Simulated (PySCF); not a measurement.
Compound: 3-methoxybenzonitrile, C8H7NO.
Bonds: C1–O2, O2–C3, C3–C4 (aromatic), C4–C5 (aromatic), C5–C6 (aromatic), C6–C7 (aromatic), C7–C8, C8–N9 (triple), C7–C10 (aromatic), C3–C10 (aromatic). Hydrogens: H11, H12, H13 on C1; H14 on C4; H15 on C5; H16 on C6; H17 on C10.

Method: PySCF, PBE0-D3(BJ)/def2-SVP geometry optimisation, gas phase; density fitting, grid level 2; the optimiser is geomeTRIC in internal coordinates, started from a GFN2-xTB structure.

Step 0: E = -11923.9696 eV
```
atom  x, y, z in Å  |  force x, y, z in eV/Å
C1     -2.9180   -0.3496    0.0431    0.474  -0.303   0.041
O2     -1.6991   -1.0471    0.1412    0.339   0.389  -0.051
C3     -0.5377   -0.3514    0.0483   -0.530  -0.472   0.064
C4     -0.4423    1.0258   -0.1371   -0.187  -0.093   0.011
C5      0.8022    1.6320   -0.2203    0.055  -0.067   0.012
C6      1.9621    0.8922   -0.1205    0.020   0.040  -0.007
C7      1.8683   -0.4888    0.0675   -0.307   0.178  -0.028
C8      3.0476   -1.2634    0.1733   -0.776   0.488  -0.068
N9      4.0089   -1.8819    0.2582    1.443  -0.938   0.126
C10     0.6287   -1.1087    0.1510   -0.112   0.087  -0.013
H11    -3.0251    0.3884    0.8445   -0.051   0.220   0.208
H12    -3.6960   -1.1044    0.1434   -0.270  -0.143   0.021
H13    -3.0198    0.1467   -0.9271   -0.052   0.161  -0.261
H14    -1.3282    1.6353   -0.2185   -0.394   0.233  -0.033
H15     0.8595    2.7003   -0.3653    0.017   0.458  -0.062
H16     2.9314    1.3618   -0.1858    0.385   0.189  -0.023
H17     0.5505   -2.1752    0.2942   -0.054  -0.427   0.060
```

Q: Estimate the geometry and energy of step 1. (The exact step hangs on the optimiser's Hessian estimate; all steps are aligned on step 0, rigid shifts and turns removed.)

A: E = -11924.0174 eV, largest force 0.089 eV/Å
```
atom  x, y, z in Å  |  force x, y, z in eV/Å
C1     -2.9080   -0.3497    0.0443   -0.082   0.033  -0.007
O2     -1.6959   -1.0452    0.1399   -0.066  -0.038   0.004
C3     -0.5447   -0.3611    0.0479    0.064   0.057  -0.006
C4     -0.4578    1.0238   -0.1395   -0.041   0.013  -0.001
C5      0.7936    1.6360   -0.2211   -0.008   0.074  -0.011
C6      1.9631    0.8981   -0.1203    0.070   0.026  -0.004
C7      1.8722   -0.4910    0.0672    0.002  -0.004   0.002
C8      3.0670   -1.2751    0.1746    0.000   0.006   0.001
N9      4.0380   -1.9021    0.2614    0.017  -0.016  -0.001
C10     0.6286   -1.1172    0.1511   -0.018  -0.077   0.010
H11    -3.0188    0.3990    0.8499    0.020  -0.028  -0.026
H12    -3.7079   -1.0950    0.1437    0.028   0.007   0.000
H13    -3.0159    0.1579   -0.9317    0.018  -0.019   0.034
H14    -1.3578    1.6345   -0.2230    0.020  -0.020   0.003
H15     0.8477    2.7181   -0.3674   -0.003  -0.036   0.006
H16     2.9415    1.3770   -0.1839   -0.025  -0.011   0.001
H17     0.5481   -2.1959    0.2970    0.003   0.033  -0.004
```

The energy changes by -0.0478 eV. The first-order estimate −F·Δx gives -0.0991 eV and the mean of the old and new forces, exact on a quadratic surface, -0.0482 eV. The step makes an angle of 57° with the force vector and moves no atom by more than 0.036 Å.

The cost below is that of the whole optimisation. Hardware: Arm Neoverse N1, one thread, no GPU (shared host). Cost: 2.0 min of wall time, 0.81 GiB resident at most.
